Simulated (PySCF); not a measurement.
Compound: Mo(NH)2(SMe)2, C2H8MoN2S2 (singlet state).
Bonds: Mo1–N2, Mo1–N4, Mo1–S6, Mo1–S11, S6–C7, S11–C12. Hydrogens: H3 on N2; H5 on N4; H8, H9, H10 on C7; H13, H14, H15 on C12.

Method used: PBE0-D3(BJ)/def2-SVP geometry optimisation, gas phase, def2 core potentials past Kr in PySCF.

(1) List the bond lengths, angles and torsions at this level.

Results:

(1) 
```csv
bond,length (bohr)
"Mo1–N2, Mo1–N4",3.259
"Mo1–S6, Mo1–S11",4.399
"N2–H3, N4–H5",1.925
"S6–C7, S11–C12",3.446
C7–H8 and 5 like bonds,2.076
```

Bonds in one row agree within 0.02 bohr and their mean is given. A selection of angles:
```csv
angle,degrees
N2–Mo1–N4,114.5
N2–Mo1–S6,105.3
N2–Mo1–S11,110.1
N4–Mo1–S11,104.4
S6–Mo1–S11,113.3
Mo1–N2–H3,155.8
Mo1–S6–C7,100.4
S6–C7–H8,110.4
S6–C7–H9,107.3
S6–C7–H10,111.2
H8–C7–H9,109.5
Mo1–S11–C12,102.5
```

Torsions: N2–Mo1–S6–C7 170° (antiperiplanar); N2–Mo1–S11–C12 43° (synclinal); H3–N2–Mo1–N4 -1° (synperiplanar); H5–N4–Mo1–N2 -1° (synperiplanar). The mirror-image conformer, all signs reversed, is as good.

Mo1 (molybdenum bonded to 2 N and 2 S) is distorted tetrahedral (angles from 104.4° to 114.5°). S6 (sulfur bonded to C and Mo) is bent (angle 100.4°).

Point group: near C2, missed by 0.13 Å at most; the miss may be what the optimiser left on a soft mode. Stationary, but not proved a minimum. Torsions: N4–Mo1–N2–H -1°, N2–Mo1–N4–H -1°, N2–Mo1–S6–C7 170°, N2–Mo1–S11–C12 43°.
